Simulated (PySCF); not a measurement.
**Question.** Give a PBE0-D3(BJ)/def2-SVP geometry of InChI=1S/C5H10F2S/c1-2-8-4-3-5(6)7/h5H,2-4H2,1H3.

**Answer.** 
```
atom  x, y, z in Å
C1     2.4405    0.7502    0.0073
C2     2.1024   -0.3211   -1.0118
S3     0.3947   -0.2771   -1.6220
C4    -0.4927   -0.9218   -0.1710
C5    -1.9817   -0.6483   -0.2951
C6    -2.3293    0.8147   -0.1796
F7    -1.9662    1.2717    1.0457
F8    -3.6665    0.9771   -0.2984
H9     1.8299    0.6557    0.9181
H10    2.2677    1.7537   -0.4084
H11    3.4975    0.6767    0.3098
H12    2.3084   -1.3329   -0.6246
H13    2.7151   -0.2035   -1.9194
H14   -0.3113   -2.0046   -0.0862
H15   -0.1106   -0.4389    0.7417
H16   -2.5267   -1.1697    0.5087
H17   -2.3741   -1.0252   -1.2531
H18   -1.8289    1.4436   -0.9353
```

Any rigid rotation of these coordinates is as good. Atoms count from 1 in this order. Of the pairs four or more bonds apart, H9···H15 is among the closest relative to their van der Waals radii: 2.23 Å, 93 % of the sum of Bondi's values.

Bonds between heavy atoms (Å): C1–C2 1.517, C2–S3 1.814, S3–C4 1.819, C4–C5 1.519, C5–C6 1.508, C6–F7 1.357, C6–F8 1.352.

The calculation used PBE0-D3(BJ)/def2-SVP geometry optimisation, gas phase in PySCF 2.14.0.

Point group: C1 (no symmetry element, even within 0.4 Å). No PBE0-D3(BJ)/def2-SVP frequencies stand behind this structure, so it isn't proved a minimum. One conformer, not necessarily the lowest (C1–C2–S3–C4 -74°, C2–S3–C4–C5 165°, S3–C4–C5–C6 -69°, C4–C5–C6–F7 -62°).
